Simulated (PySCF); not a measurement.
PySCF input (M06-2X/6-31G* (5d)):

```python
from pyscf import gto, dft

mol = gto.M(
    atom='''
    B    -0.14392000    0.24558500    0.99692200
    H    -1.16444000    0.80843800    1.34604800
    H     0.81272500    0.38970200    1.73463200
    C    -0.10267800   -0.68821200   -0.21917700
    C     0.26598400    0.35042200   -0.97574800
    H    -0.25343000   -1.70900000   -0.55212600
    H     0.34490200    1.30966900   -0.34361400
    ''',
    basis='6-31g*',
    charge=-1,
    spin=0,
    verbose=4,
)

mf = dft.RKS(mol, xc='m062x')
mf.grids.level = 4
mf.conv_tol = 1e-9
mf.max_cycle = 100
mf.max_memory = 1500
mf.kernel()
if not mf.converged:
    mf = mf.newton()
    mf.kernel(mf.make_rdm1())
mf.dip_moment()
```

From the output:

```
[INPUT]  6 H     -0.253430000000  -1.709000000000  -0.552126000000 AA   -0.478913291749  -3.229541946882  -1.043366926252 Bohr   0.0
[INPUT]  7 H      0.344902000000   1.309669000000  -0.343614000000 AA    0.651770319815   2.474915723833  -0.649336352566 Bohr   0.0

nuclear repulsion = 54.201603497723
number of shells = 26
number of NR pGTOs = 97
number of NR cGTOs = 50
basis = 6-31g*
ecp = {}

******** <class 'pyscf.dft.rks.RKS'> ********
method = RKS
initial guess = minao
damping factor = 0
level_shift factor = 0
DIIS = <class 'pyscf.scf.diis.CDIIS'>
diis_start_cycle = 1
diis_space = 8
diis_damp = 0
SCF conv_tol = 1e-09
SCF conv_tol_grad = None
SCF max_cycles = 100
direct_scf = True
direct_scf_tol = 1e-13
XC library pyscf.dft.libxc version 7.1.2
    S. Lehtola, C. Steigemann, M. J. T. Oliveira, and M. A. L. Marques,  SoftwareX 7, 1–5 (2018)
XC functionals = m062x
    Y. Zhao and D. G. Truhlar,  Theor. Chem. Acc. 120, 215 (2008)
    Y. Zhao and D. G. Truhlar,  Theor. Chem. Acc. 120, 215 (2008)
radial grids:
    Treutler-Ahlrichs [JCP 102, 346 (1995); DOI:10.1063/1.469408] (M4) radial grids

becke partition: Becke, JCP 88, 2547 (1988); DOI:10.1063/1.454033
pruning grids: <function nwchem_prune>
grids dens level: 4
symmetrized grids: False
atomic radii adjust function: <function treutler_atomic_radii_adjust>
small_rho_cutoff = 0
Set gradient conv threshold to 3.16228e-05
Initial guess from minao.
tot grids = 148152
init E= -103.527561080975
  HOMO = -0.229098498344429  LUMO = -0.0273955568193291  gap/eV = 5.48862
cycle= 1 E= -103.252428293413  delta_E= 0.275  |g|= 0.379  |ddm|= 2.31
  HOMO = 0.0568207404097891  LUMO = 0.349035266963241  gap/eV = 7.95156
cycle= 2 E= -103.273188887792  delta_E= -0.0208  |g|= 0.306  |ddm|= 0.962
  HOMO = -0.00915455145915622  LUMO = 0.302914703324979  gap/eV = 8.49184
cycle= 3 E= -103.300323690744  delta_E= -0.0271  |g|= 0.0432  |ddm|= 0.399
  HOMO = -0.0103267435542551  LUMO = 0.299056568764427  gap/eV = 8.41875
cycle= 4 E= -103.300772601164  delta_E= -0.000449  |g|= 0.0229  |ddm|= 0.0704
  HOMO = -0.011328505299339  LUMO = 0.301040001459398  gap/eV = 8.49998
cycle= 5 E= -103.300918672837  delta_E= -0.000146  |g|= 0.00877  |ddm|= 0.0293
  HOMO = -0.01064420131007  LUMO = 0.301485784790802  gap/eV = 8.49349
cycle= 6 E= -103.300938617639  delta_E= -1.99e-05  |g|= 0.00183  |ddm|= 0.00906
  HOMO = -0.0107274109511377  LUMO = 0.301380558303467  gap/eV = 8.49289
cycle= 7 E= -103.300939570451  delta_E= -9.53e-07  |g|= 0.000183  |ddm|= 0.00308
  HOMO = -0.0107144246644508  LUMO = 0.301402931297618  gap/eV = 8.49315
cycle= 8 E= -103.300939591021  delta_E= -2.06e-08  |g|= 4.35e-05  |ddm|= 0.000779
  HOMO = -0.0107156467852052  LUMO = 0.30140313650609  gap/eV = 8.49318
cycle= 9 E= -103.300939592168  delta_E= -1.15e-09  |g|= 7.3e-06  |ddm|= 0.000207
  HOMO = -0.0107157786385068  LUMO = 0.301403290211999  gap/eV = 8.49319
cycle= 10 E= -103.300939592216  delta_E= -4.82e-11  |g|= 1.68e-06  |ddm|= 3.69e-05
  HOMO = -0.010716120145934  LUMO = 0.301403130402602  gap/eV = 8.49320
Extra cycle  E= -103.300939592218  delta_E= -1.88e-12  |g|= 8.54e-07  |ddm|= 5.34e-06
converged SCF energy = -103.300939592218

WARN: System has nonzero charge -1; the dipole moment is origin-dependent.
Location of origin: [0. 0. 0.]

Dipole moment(X, Y, Z, Debye): -0.24778, -1.11073,  0.06380
```

The dipole moment of an ion depends on the origin.

The geometry given is a B3LYP-D3(BJ)/def2-TZVP minimum.
